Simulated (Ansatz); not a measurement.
Consider the formal exchange of groups at a B–Si bond: `CB[SiH2]Cl` + `CF` → `CBCF` + `[SiH3]Cl`.

Program: Ansatz. Geometries: PBE0-D4/def2-TZVP. ΔE: electronic, gas phase. CCSD(T)/CBS adds triple-zeta CCSD(T) − MP2 to the extrapolated MP2 energy (def2 sets, frozen cores). This one scheme is used for every species. Functionals use def2-TZVPP. One conformer a species, not always the lowest.

```
        level  ΔE (kcal/mol)
  LDA (SPW92)           -6.3
         BLYP           -6.0
CCSD/def2-SVP           -5.9
HF/def2-TZVPP           -6.7
```

Task: What does CCSD(T)/CBS give? (An estimate is asked.)

Result: The calculation gave: -5.1 kcal/mol. The listed levels differ from it by -1.2, -0.9, -0.8, -1.6 kcal/mol.

Largest T1 diagnostic among the species: 0.010.

From BLYP to BHLYP (50 % exact exchange), in def2-TZVPP and without D4, ΔE moves by −0.8 kcal/mol. Leaving LDA and LC-ωPBE aside and taking each functional with its dispersion term where it has one, the values, not all of them listed here, spread over 2.8 kcal/mol, from ωB97M-V to revPBE-D4. LDA lies −1.6 kcal/mol from PBE without D4. In def2-TZVPP, CCSD(T) changes the Hartree–Fock value by +1.5 kcal/mol (the triples alone add +0.2 kcal/mol) and MP2 by +0.8 kcal/mol.
